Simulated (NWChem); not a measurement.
# NH$_{2}$SeF; SMILES N[Se]F

```xyz
5

Se     0.3774     0.0164     0.0000
F     -0.5396    -1.5220     0.0000
N     -0.8877     1.2493     0.0000
H     -1.4274     1.3810     0.8503
H     -1.4274     1.3810    -0.8503
```
Atoms are numbered in this order, from 1.

Computed with NWChem. Pople sets run with spherical d functions. STO-3G and 3-21G are far too small for this property and stand as cheap habits. The geometry was optimised at PBE0/def2-SVP. GIAO values for the isolated, static molecule; σ is the absolute isotropic shielding, δ = σ(reference) − σ with the isolated reference molecule computed at the same levels (19F: trichlorofluoromethane, 1H: tetramethylsilane, 15N: ammonia). Spin-orbit effects, on the heavy nuclei and on their neighbours, are missing.

| level | σ Se1 (ppm) | δ F2 (ppm) | δ N3 (ppm) | δ H4 (ppm) |
|---|---|---|---|---|
| B3LYP/6-311G** | -323.1 | -262.8 | 109.7 | 5.16 |
| Hartree-Fock/STO-3G | ___ | ___ | ___ | ___ |
| KT2/pcSseg-1 | -218.3 | -256.0 | 106.0 | 5.29 |
| PBE/pcSseg-1 | -311.9 | -254.6 | 110.6 | 5.23 |
| B3LYP/6-31G* | 120.0 | -217.6 | 86.2 | 4.75 |

### Question
Some entries are withheld; supply them.

### Answer

- Hartree-Fock/STO-3G, σ Se1 (ppm): 2142.5
- Hartree-Fock/STO-3G, δ F2 (ppm): -128.5
- Hartree-Fock/STO-3G, δ N3 (ppm): -27.7
- Hartree-Fock/STO-3G, δ H4 (ppm): -0.09
